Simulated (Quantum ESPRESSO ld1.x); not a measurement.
Valence configurations of neutral beryllium (all share [He]). Method: scalar-relativistic Kohn-Sham, revPBE, spin-unpolarised, spherical densities, point nucleus; computed with ld1.x of Quantum ESPRESSO 7.5. Energies are relative to 2s2; eigenvalues in eV.

valence      E (eV)   e(2p)   e(2s)
2s2           0.000       -  -5.614
2s1.5 2p0.5   1.818  -2.275  -5.923
2s1 2p1       3.646  -2.518  -6.182
2s0.5 2p1.5   5.480  -2.735  -6.406
2p2           7.316  -2.933       -

NIST lists [He] 2s2 as the ground configuration; this level of theory agrees among the configurations tried. The energies are those of spherical spin-averaged densities, not of single terms.
